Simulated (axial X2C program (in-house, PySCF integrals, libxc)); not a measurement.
**Curves of FeOH from open-shell CI on d7 s0 p(π)0**

Calculated with an in-house all-electron X2C program for linear molecules (integrals from PySCF): two-component X2C with atomic mean-field Coulomb and Gaunt terms, basis Fe dyall-v3z, O dyall-av3z, H dyall-v3z (cores contracted in-house). Orbitals come from Hartree–Fock averaged over the configuration Fe d7 s0 p(π)0; CI then distributes these electrons over the d, s, p(π) shells of Fe.

Scan along the Fe–O bond with OH moving as one mass, its bond held at 0.950 Å; masses Fe 55.935 u, O 15.995 u, H 1.008 u. Energies in cm⁻¹ from the lowest point; levels are followed by energy order within each Ω. Lowest level at 1.842 Å: 100% d7.

```tsv
R (Å)	(1)Ω=7/2	(1)Ω=5/2	(1)Ω=3/2	(1)Ω=1/2	(1)Ω=9/2	(2)Ω=7/2	(2)Ω=5/2
1.713	953	1144	1370	1630	2883	3240	3346
1.778	119	295	515	778	1437	1800	2080
1.842	0	163	377	644	838	1212	1526
1.916	474	621	829	1102	899	1295	1605
1.989	1374	1513	1717	1986	1525	1960	2251
2.072	2727	2873	3072	3316	2698	3198	3449
2.174	4679	4844	5038	5229	4552	5140	5329
```

(1) Fit the curves (1)Ω=7/2, (1)Ω=5/2, (1)Ω=3/2, (1)Ω=1/2, (1)Ω=9/2, (2)Ω=7/2, (2)Ω=5/2 near their minima.

The 7 lowest curves are shown; the next is (2)Ω=1/2, from 1601 cm⁻¹.

There is no dynamic correlation: spin–orbit spacings and, for f shells, spacings inside one term are the most reliable numbers, splittings between terms come out too wide, and energies between configurations are not reliable, so the lowest level need not be the ground state of the molecule. For d shells the ligand-field splittings (σ, π, δ) and their order can be off by a thousand cm⁻¹ or more. At most 4 roots were kept for each Ω > 0 (twice that for Ω = 0) within 3.2 eV of the lowest, so higher up levels can be missing between those listed; levels with Ω > 0 are doubly degenerate and listed once, Ω = 0 levels singly. Some active spinors are only partly of the character that their shell is named for, so the shell names and counts are nominal. States that fill the shells left empty in the average are placed too high. The molecule was held linear; bending was not examined.

Results:

(1) From the open-shell CI curves, Te from the lowest:

```csv
level,Te (cm⁻¹),Re (Å),ωe (cm⁻¹)
(1)Ω=7/2,0,1.822,589.4
(1)Ω=5/2,167,1.824,585.8
(1)Ω=3/2,383,1.825,584.9
(1)Ω=1/2,649,1.824,587.6
(1)Ω=9/2,804,1.872,578.7
(2)Ω=7/2,1185,1.869,587.0
(2)Ω=5/2,1500,1.870,577.6
```

Without dynamic correlation distances can be off by several hundredths of an Å (long for ionic bonds, short for multiple bonds) and the wavenumbers are rough.
